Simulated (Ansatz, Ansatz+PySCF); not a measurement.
```yaml
atoms:
  - { symbol: Si, position_ang: [0.0000, 0.0000, 0.0000] }
  - { symbol: C, position_ang: [0.0000, 0.0000, 1.8898] }
```

Basis set: def2-SVP (spherical functions). Frozen core: 6 orbitals. Correlation on ROHF uses semicanonical orbitals with singles. Charge 0, multiplicity 3.

Computed with Ansatz (development build ahead of 0.2.0); each method stands on the lowest determinant of its kind that the runs found.

The atomization energy at this shape (free ground-state atoms in the same class of orbitals less the molecule, no zero-point energy) of triplet SiC:

| method | atomization energy |
| --- | --- |
| UHF-CCSDT(Q) | 3.81 eV |
| UHF-CCSD(T) | 3.68 eV |
| ROHF-MP2 | 3.37 eV |
| UHF-MP2 | 3.26 eV |
| UHF | 2.56 eV |

Q: What does ROHF give?

A: 1.86 eV. Caution: the shape is not the minimum. Caution for UHF-CCSDT(Q), UHF-CCSD(T), UHF-MP2, UHF: the unrestricted determinant is spin contaminated. Caution for UHF-CCSD(T), ROHF-MP2: another reference gives a lower total. Caution for ROHF-MP2: a plain start can end on a higher determinant. Caution for ROHF-MP2, ROHF: an unrestricted determinant lies well below.
